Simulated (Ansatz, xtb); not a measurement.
## Relative energy of two conformers of C2H9BO2

Structure I is `C[C@@H](O)[BH2-][OH2+]`, a singlet and structure II is `C[C@H](O)[BH2-][OH2+]`, a singlet. Both are isolated molecules in the gas phase, relaxed with PBE0-D4/def2-SVP.

I (Å):

```yaml
atoms:
  - { symbol: C, position_ang: [-0.1778, 0.5811, -1.4466] }
  - { symbol: C, position_ang: [0.1013, -0.0956, -0.1179] }
  - { symbol: B, position_ang: [-0.7407, -1.4695, 0.1547] }
  - { symbol: O, position_ang: [-0.3055, 0.7753, 0.9682] }
  - { symbol: O, position_ang: [-2.1045, -0.8508, 0.8171] }
  - { symbol: H, position_ang: [-1.2573, 0.7633, -1.5901] }
  - { symbol: H, position_ang: [0.3397, 1.5534, -1.5474] }
  - { symbol: H, position_ang: [0.1561, -0.0585, -2.2770] }
  - { symbol: H, position_ang: [1.1849, -0.2882, -0.0248] }
  - { symbol: H, position_ang: [-0.0287, 1.6824, 0.7979] }
  - { symbol: H, position_ang: [-0.2731, -2.1715, 1.0317] }
  - { symbol: H, position_ang: [-1.0901, -2.0644, -0.8537] }
  - { symbol: H, position_ang: [-2.7327, -0.6491, 0.1137] }
  - { symbol: H, position_ang: [-1.7019, 0.0269, 1.1109] }
```

II (Å):

```xyz
14

C     0.1314   -1.3727   -1.2351
C     0.4038    0.0214   -0.7187
B     1.9466    0.5027   -0.8803
O    -0.3554    1.0109   -1.4687
O     1.7166    2.1206   -0.8602
H    -0.9262   -1.6689   -1.1220
H     0.4007   -1.4488   -2.2993
H     0.7407   -2.1037   -0.6809
H     2.4006    0.2613   -1.9940
H     2.6845    0.2156    0.0444
H     0.0843    0.0916    0.3399
H    -1.2861    0.9785   -1.2232
H     0.7631    2.0946   -1.1952
H     2.2605    2.5256   -1.5449
```

Task: Estimate E(II) − E(I) at the level CCSD(T)/def2-SVP + ΔMP2/def2-TZVPP.

Result: Calculated at CCSD(T)/def2-SVP + ΔMP2/def2-TZVPP: E(II) − E(I) = −1.13 kcal/mol, so structure II lies lower.

The same difference at several levels:

| level | geometry | E(II) − E(I) (kcal/mol) | departure from the last row (kcal/mol) | job, with rough time for the two |
| --- | --- | --- | --- | --- |
| PBE0-D4/def2-SVP | PBE0-D4/def2-SVP | −1.42 | −0.29 | optimisation, 35 s |
| HF/def2-SVP | PBE0-D4/def2-SVP | −1.83 | −0.71 | part of the CCSD(T) run |
| MP2/def2-SVP | PBE0-D4/def2-SVP | −1.61 | −0.49 | part of the CCSD(T) run |
| CCSD(T)/def2-SVP | PBE0-D4/def2-SVP | −1.53 | −0.40 | single point |
| CCSD(T)/def2-SVP + ΔMP2/def2-TZVPP | PBE0-D4/def2-SVP | −1.13 |  | single point, 22 s |

None of the levels shown reverses the order. The largest departure from CCSD(T)/def2-SVP + ΔMP2/def2-TZVPP is that of HF/def2-SVP, 0.71 kcal/mol. Levels run at GFN2-xTB geometries aren't shown. The last row adds to CCSD(T) the change of the MP2 difference between the two basis sets, here +0.40 kcal/mol.

With thermal terms from frequencies at re-optimised GFN2-xTB minima (ideal gas, soft modes damped towards free rotors, one conformer each, 298.15 K, 1 atm): the zero-point term adds −0.08 kcal/mol; ΔH is −1.21 and ΔG −1.24 kcal/mol.

The correlated steps freeze 5 core orbitals. Run with Ansatz 0.2.0, xtb 6.7.1; the last row on 2 threads of Intel(R) Xeon(R) 6975P-C (Granite Rapids) on a shared host.
